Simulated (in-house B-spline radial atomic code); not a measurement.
Atomic self-consistent-field run: the rhodium ion Rh⁵⁺. Method: scalar-relativistic (X2C) Hartree-Fock, spin-polarised, averaged over the determinants with the given up and down occupations, Fermi nucleus of rms radius 4.4945 fm. Calculated with an all-electron radial atomic-structure program (B-spline basis).

Command:
```bash
python run_scf.py task.json out
```
Settings (nuclear radius in fm, mass in u):
```
Z                45
configuration    [Kr] 4d4
hamiltonian      x2c
method           hf
spin_polarised   True
nucleus          fermi
rms_radius       4.4945
atomic_mass      102.90549
speed_of_light   137.035999084
```

Output (hartree, bohr):
```
 radial grid: 67 intervals, B-splines of order 8, outer radius 18.2456 bohr

 iter        energy (Eh)    residual
    1       -4765.941295    6.90e-01
    2       -4774.231811    2.40e-01
    3       -4775.322144    7.25e-02
    4       -4775.426929    2.75e-02
    5       -4775.438623    9.46e-03
    6       -4775.440027    1.32e-03
    7       -4775.440039    2.11e-04
    8       -4775.440040    3.44e-05
    9       -4775.440040    1.95e-06
   10       -4775.440040    1.27e-07

 total energy                     -4775.44004
 kinetic                            4980.6448
 electron-nucleus                 -11459.8314
 electron-electron                  1703.7466

 orbital      occ     eigenvalue          <r>       <r^2>       <1/r>       r_max
 1s up      1.000      -860.5238    0.0320903  0.00140184     48.8081     0.02056
 1s down    1.000      -860.5248    0.0320902  0.00140182     48.8082     0.02056
 2s up      1.000      -130.1460     0.141225   0.0235841     11.0052      0.1195
 2s down    1.000      -130.0878     0.141196   0.0235743     11.0079      0.1195
 2p up      3.000      -116.7173     0.123534   0.0186602     10.3501     0.09557
 2p down    3.000      -116.6601     0.123491   0.0186466     10.3531     0.09555
 3s up      1.000       -26.7908      0.38802    0.172366     3.80184      0.3503
 3s down    1.000       -26.7633     0.387856    0.172138     3.80136      0.3504
 3p up      3.000       -22.2560     0.388124    0.175044      3.5662       0.344
 3p down    3.000       -22.2218     0.387873    0.174685     3.56579      0.3441
 3d up      5.000       -15.0111     0.368931    0.162427     3.31396      0.2915
 3d down    5.000       -14.9315     0.369269    0.162527       3.309      0.2922
 4s up      1.000        -6.4437     0.967215     1.05353     1.41482      0.8785
 4s down    1.000        -6.1451     0.961007     1.04072      1.4272      0.8729
 4p up      3.000        -5.0410      1.04418     1.23607      1.2815      0.9347
 4p down    3.000        -4.6654      1.04095     1.23018     1.28767      0.9291
 4d up      4.000        -2.9677      1.24968     1.80193     1.04171       1.072
```

Time taken, with all properties: 0.66 s on 1 thread of Arm Neoverse N1 (shared host).

One-electron X2C: radii and densities carry no picture-change correction, so inner-shell <1/r> comes out high (for 1s by about 2 % at Z = 33, 5 % at 54, 10 % at 75, 30 % at 118) and <r> low.
